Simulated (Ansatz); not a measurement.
SeSn (SMILES [Se]=[Sn]), singlet, geometry from GFN2-xTB (such geometries of metal compounds can be far from the true shape) (all electrons, no relativity), with bond 2-1 at 2.2 times its length; B3LYP/3-21G in Ansatz (an electronic-structure program).

Ansatz was given this input:
Ansatz 0.2 input:
```yaml
crystal:
  periodic: [false, false, false]
  atoms:
    - {symbol: Sn, position_ang: [-0.00000000, -0.00000000, -0.94616634]}
    - {symbol: Se, position_ang: [0.00000000, 0.00000000, 4.19652598]}
basis:
  gaussian:
    orbitals: 3-21G.json
hamiltonian:
  xc: b3lyp
```
The basis file holds 3-21G in the JSON format of the Basis Set Exchange.

Problem. What does Ansatz print? Leave out banner, timings and long lists.

Solution. 
```
Functional definition: B3LYP
590 factors; integrals over basis functions are off by at most 9.6e-5 eV
mean field evaluation 1: about -228266.4580 eV, gradient 3.5e1 eV
mean field evaluation 2: about -227987.8606 eV, gradient 8.3e1 eV
mean field evaluation 4: about -228179.5664 eV, gradient 6.6e1 eV
mean field evaluation 8: about -228284.3371 eV, gradient 9.0e0 eV
mean field evaluation 16: about -228278.2350 eV, gradient 4.0e1 eV
mean field evaluation 32: about -228284.5759 eV, gradient 3.8e0 eV
mean field evaluation 64: about -228284.6367 eV, gradient 1.3e-1 eV
mean field evaluation 96: about -228284.6057 eV, gradient 1.4e-1 eV
mean field evaluation 128: about -228284.5248 eV, gradient 2.6e0 eV
mean field evaluation 160: about -228284.4283 eV, gradient 5.5e-1 eV
mean field evaluation 192: about -228284.4429 eV, gradient 1.8e-1 eV
mean field -228284.63699948 eV, -8389.3056728464 hartree, gradient 8.5e-6 eV, S^2 0.000000; 8 other end points of the search recorded, 0 dependent functions left out
reference -228284.63720499 eV, -8389.3056803986 hartree; 42, 42 occupied and 14, 14 virtual orbitals, 590 factors
Total energy: -228284.63720499 eV, -8389.3056803986 hartree
```
